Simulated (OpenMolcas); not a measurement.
neutral praseodymium: effect of the basis set

```yaml
Program: OpenMolcas
Method: CASSCF
Active_space: 3 electrons in 7 orbitals (4f)
State_averaging: 2S+1 = 4 odd, 35 roots; 2S+1 = 2 odd, 112 roots (89 in the spin-orbit step)
Spin-orbit_coupling: state interaction with AMFI integrals over the reference wave functions, term energies averaged over their components
```

A. ANO-RCC-VDZP [7s6p4d2f1g], DKH2, point nucleus; cost roughly 90 core-seconds
B. ANO-RCC-VTZP [8s7p5d3f2g1h], DKH2, point nucleus; cost of the order of 40 core-seconds
C. ANO-RCC-VQZP [9s8p6d4f3g2h], DKH2, point nucleus; cost of the order of 4 core-minutes

Energies in cm-1 above 4f3 6s2 4I* 9/2, the measured ground level; measured values from NIST Handbook of Basic Atomic Spectroscopic Data.

```tsv
Level	A	B	C	Measured
4f3 6s2 4I* 9/2	0.0	0.0	0.0	0.0
4f3 6s2 4I* 11/2	1445	1455	1460	1377
4f3 6s2 4I* 13/2	3031	3051	3060	2847
4f3 6s2 4I* 15/2	4723	4753	4766	4381
4f3 6s2 4F* 3/2	13430	13375	13393	
4f3 6s2 2H* 9/2(1)	13470	13454	13467	
4f3 6s2 4F* 5/2	14223	14175	14195	
4f3 6s2 4S* 3/2	14911	14866	14888	
4f3 6s2 4F* 7/2	15001	14959	14981	
4f3 6s2 4F* 9/2	15809	15776	15799	
4f3 6s2 2H* 11/2(1)	15868	15876	15896	
4f3 6s2 2G* 7/2	18463	18421	18444	
4f3 6s2 2K* 13/2	20283	20221	20246	
4f3 6s2 2G* 9/2 [72 %]	20502	20479	20508	
4f3 6s2 4G* 5/2	20570	20484	20511	
4f3 6s2 4G* 7/2	21579	21504	21534	
4f3 6s2 2K* 15/2	21906	21852	21881	
4f3 6s2 4G* 9/2	22675	22608	22640	
4f3 6s2 4G* 11/2	23777	23712	23748	
4f3 6s2 2P* 1/2	25170	25072	25105	
4f3 6s2 2D* 5/2(1)	25382	25287	25322	
4f3 6s2 2P* 3/2 [50 %]	27467	27387	27427	
4f3 6s2 2I* 11/2	31966	31790	31834	
4f3 6s2 2L* 15/2	32586	32413	32458
```

Deviations, from unrounded energies. A percentage is the sum of absolute deviations over the sum of measured energies, with the sign that they share, or ± where signs differ.

| Against measurement | Levels | A | B | C |
| --- | --- | --- | --- | --- |
| mean absolute deviation (cm-1) | 3 | 200 | 220 | 230 |
| fine structure of the ground term (%) | 3 | +6.9 | +7.6 | +7.9 |

A lies closest to measurement on these levels and C furthest from it. The largest miss of A in the table is 4f3 6s2 4I* 15/2, by +340 cm-1. The ranking rests on the paired levels alone, and a cruder setting can come out closer through cancelling errors.

Among A to C the level of the table that moves most is 4f3 6s2 2I* 11/2, by 180 cm-1 (lowest in B, highest in A).

High states are left out of the spin-orbit mixing, which shifts the levels that they would mix with. Without dynamic correlation excited terms often stand tens of per cent too high (terms of higher spin than the ground term too low), and those without a measured partner can miss by more than the paired ones. With the s shell closed, the reference lacks s² → p² mixing. Measured partners are found by configuration, term and J. A level has none where our copy of the source lacks it or the pairing is in doubt (some pairs that miss far off the trend of their configuration count as doubtful), and it then counts in no deviation. Only configurations of the active space appear. The table leaves out levels that lie high or whose names do not pair safely across all columns.

A share in square brackets marks a mixed level and gives the weight of the term that names it, the lowest over the columns. A number in round brackets counts repeated terms of one configuration in the order of the reference energies. * marks odd parity.
